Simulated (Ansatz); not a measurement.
Molecule: C₂H₂N, net charge 0, doublet state. SMILES: [N+](#[C-])[CH2]
Structure (B3LYP-D3(BJ)/def2-TZVP (Ansatz, a quantum-chemistry and plane-wave program) minimum search):
```xyz
5

C     -1.1003     0.1172     0.1136
N      0.2172    -0.0231    -0.0224
C      1.3859    -0.1476    -0.1430
H     -1.6290    -0.5396     0.7877
H     -1.6054     0.8842    -0.4538
```
Charge 0, spin multiplicity 2.

Property: atomisation energy, in kcal/mol. Set-up: LANL2DZ all-electron up to Ne; non-relativistic; atomisation electronic, to ground-state atoms; no dispersion term unless named; no spin-orbit coupling; 6-311+G** with 5d; 6-31G* and kin with 6d, 5d where marked; frozen cores in correlated levels; open shells spin-unrestricted. CBS marks a two-point X^-3 extrapolation of the correlation energy; Hartree-Fock from the larger set. The bracket is a focal-point correction in the basis named. First-principles rows: single points at B3LYP-D3(BJ) geometries (Ansatz).

Coupled cluster (Ansatz) is a level with limits of its own, used here on species with T1 under 0.025 (0.045 for open shells) and stable references: RI-MP2/CBS(aug-cc-pVTZ,aug-cc-pVQZ)+[CCSD(T)-MP2]/aug-cc-pVTZ.

Value to compare with, RI-MP2/CBS(aug-cc-pVTZ,aug-cc-pVQZ)+[CCSD(T)-MP2]/aug-cc-pVTZ (Ansatz): 485.7 kcal/mol.

| level | program | atomisation energy (kcal/mol) | difference |
|---|---|---|---|
| B3LYP/STO-3G | Ansatz | 514.3 | 28.6 |
| B3LYP/3-21G | Ansatz | 470.7 | -15.0 |
| B3LYP/LANL2DZ | Ansatz | 460.1 | -25.6 |
| B3LYP/6-31G | Ansatz | 466.9 | -18.8 |
| B3LYP/6-31G* | Ansatz | 488.9 | 3.2 |
| B3LYP/6-31+G* | Ansatz | 486.6 | 0.9 |
| B3LYP/6-31G** | Ansatz | 490.8 | 5.1 |
| B3LYP/def2-SVP | Ansatz | 497.1 | 11.4 |
| B3LYP/cc-pVDZ | Ansatz | 483.2 | -2.5 |
| B3LYP/6-311+G** | Ansatz | 487.8 | 2.1 |
| B3LYP/def2-TZVPD | Ansatz | 492.8 | 7.1 |

Among the 10 habitual levels, B3LYP/STO-3G lies farthest from RI-MP2/CBS(aug-cc-pVTZ,aug-cc-pVQZ)+[CCSD(T)-MP2]/aug-cc-pVTZ (Ansatz) (28.6 kcal/mol) and B3LYP/6-31+G* nearest (0.9); 6 of 10 lie above it, and their mean absolute difference is 11.3 kcal/mol, the median 8.2. One case shows no general order.

The sets are all those run for this method; runs whose electronic state is in doubt are left out.
